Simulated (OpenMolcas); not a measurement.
InSiH4F: a line through the functionals

InSiH4F has 7 atoms, charge 0, and is taken as a singlet. SMILES: `[F][InH][SiH3]`. The coordinates come from a PBE0-D4/def2-TZVP relaxation.

The vertical ionisation energy (to the doublet cation) y, in eV, basis def2-SVP with a core potential; a is the functional's share of exact exchange. Programs: OpenMolcas 26.06.

| functional | program | a | y (eV) |
| --- | --- | --- | --- |
| revPBE | OpenMolcas | 0 | 9.49 |
| TPSS | OpenMolcas | 0 | 9.62 |
| B3LYP | OpenMolcas | 0.2 | 9.85 |
| PBE0 | OpenMolcas | 0.25 | ? |
| BHLYP | OpenMolcas | 0.5 | 10.04 |

Q: Fit y = c + s·a to the known rows and predict PBE0.

A: 
1. Means of the 4 rows: a = 0.1750, y = 9.750.
2. Σ(Δa)² = 0.1675, Σ(Δa·Δy) = 0.165, so the slope is 0.165/0.1675 = 0.98507.
3. Intercept: 9.750 − (0.98507) × 0.1750 = 9.578. The largest residual of the fit is 0.088.
4. PBE0: 9.578 + (0.98507) × 0.25 = 9.82 eV.

The run gave 9.89 eV, so the prediction is off by -0.07 eV, within the largest residual. The rows mix families of semi-local functionals, which the line can't see. Spin-orbit coupling is left out.
